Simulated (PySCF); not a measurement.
`C/C(OC=O)=C\C(=C)C=C`. Theory: PBE0-D3(BJ)/def2-SVP geometry optimisation, gas phase in PySCF.

```
atom  x, y, z in Å
C1    -2.6708   -0.6728    0.8550
C2    -2.5305    0.4023    0.0686
C3    -1.2751    0.8681   -0.5319
C4    -1.2754    1.9294   -1.3593
C5    -0.0195    0.1196   -0.2686
C6     0.6202    0.1576    0.9090
C7     0.2156    0.9416    2.1090
O8     1.7965   -0.5202    1.1959
C9     2.4381   -1.3701    0.3862
O10    2.1347   -1.6941   -0.7230
H11   -3.6480   -0.9538    1.2541
H12   -1.8164   -1.3043    1.1141
H13   -3.4138    1.0037   -0.1762
H14   -2.2039    2.4609   -1.5873
H15   -0.3564    2.2879   -1.8291
H16    0.3948   -0.4816   -1.0780
H17    1.0284    1.6243    2.4029
H18   -0.6901    1.5253    1.9106
H19    0.0277    0.2705    2.9621
H20    3.3305   -1.7448    0.9294
```

(1) What is the longest distance between nuclei?

(2) Give the dihedral angles C2–C3–C5–H16, C2–C3–C4–H14, C5–C6–C7–H18, C1–C2–C3–C5, C3–C5–C6–O8.

(3) Work out the bond lengths C1=C2, C3=C4, C4–H15, O8–C9 in pm.

(4) Where is the centre of mass (commonest isotopes), and what is the radius of gyration?

(5) How far apart are these pairs, which share no bond: C4···O8, C4···C9, O10···H20, H16···H17?

(6) What are the angles C2–C1–H12, C1–C2–H13, C1–C2–C3, H14–C4–H15, C6–C5–H16?

(7) Write the matrix of distances between heavy atoms (Å, lower triangle).

## Answers

(1) H14···H20, 7.39 Å; the next longest distance is 7.37 Å.

(2) C2–C3–C5–H16 107° (anticlinal); C2–C3–C4–H14 1° (synperiplanar); C5–C6–C7–H18 -1° (synperiplanar); C1–C2–C3–C5 0° (synperiplanar); C3–C5–C6–O8 180° (antiperiplanar). Dihedral signs follow IUPAC: positive where, seen along the central bond, the front bond turns clockwise onto the rear one.

(3) For C1=C2 the difference vector is (0.1403, 1.0751, -0.7864) Å, of length 1.3394 Å. C1=C2 133.9; C3=C4 134.6; C4–H15 109.3; O8–C9 133.8 pm.

(4) Mass 138.068 u; centre at (0.011, -0.016, 0.286) Å; Rg = √(Σ m r²/M) = 2.356 Å. As Ia + Ib + Ic = 2 Σ m r², the three principal moments sum to 1533.2 u·Å².

(5) C4···O8 4.687 Å (4 bonds apart); C4···C9 5.265 Å (5 bonds apart); O10···H20 2.040 Å (2 bonds apart); H16···H17 4.117 Å (4 bonds apart).

(6) From the scalar product of the two bond vectors; for C2–C1–H12 it is -0.7628 Å² over 1.3394 × 1.0936 Å², cos θ = -0.5208. C2–C1–H12 121.4°; C1–C2–H13 119.1°; C1–C2–C3 125.8°; H14–C4–H15 117.7°; C6–C5–H16 119.1°.

(7) 
```
C1    0.000
C2    1.339  0.000
C3    2.499  1.467  0.000
C4    3.691  2.438  1.346  0.000
C5    2.987  2.549  1.485  2.458  0.000
C6    3.395  3.270  2.485  3.446  1.341  0.000
C7    3.537  3.463  3.033  3.902  2.527  1.489  0.000
O8    4.483  4.566  3.788  4.687  2.419  1.388  2.339  0.000
C9    5.178  5.285  4.432  5.265  2.948  2.431  3.640  1.338  0.000
O10   5.160  5.175  4.269  5.016  2.852  2.896  4.319  2.275  1.195  0.000
```

Not checked by PBE0-D3(BJ)/def2-SVP frequencies. One conformer, not necessarily the lowest.
